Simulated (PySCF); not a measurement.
Method: PBE-D3(BJ)/def2-TZVP // PBE0-D3(BJ)/def2-SVP run with PySCF 2.14.0. All species are isolated molecules in the gas phase. One relaxed conformer stands for a flexible species; it need not be the lowest. 

Reference species (SMILES): `c1(C(F)=C)ccc([SiH3])cc1` (F–C–C–C torsion 5°) (neutral, multiplicity 1).

```json
{
 "LUMO": "-2.37 eV",
 "HOMO–LUMO gap": "3.51 eV",
 "HOMO": "-5.88 eV"
}
```

After one change: the LUMO rises by 0.17 eV; the HOMO–LUMO gap increases by 0.29 eV; the HOMO falls by 0.12 eV.

Problem. What was changed between the two runs? The new species is one of these.
A. `C=Cc1ccc([SiH3])c(F)c1` (C–C–C–C torsion 179°)
B. `C=Cc1ccc([SiH3])cc1F` (C–C–C–C torsion 0°)
C. `C=Cc1ccc(F)c([SiH3])c1` (C–C–C–C torsion 1°)
D. `C=C([SiH3])c1cccc(F)c1` (Si–C–C–C torsion 144°)

Solution. D, `C=C([SiH3])c1cccc(F)c1` (Si–C–C–C torsion 144°)
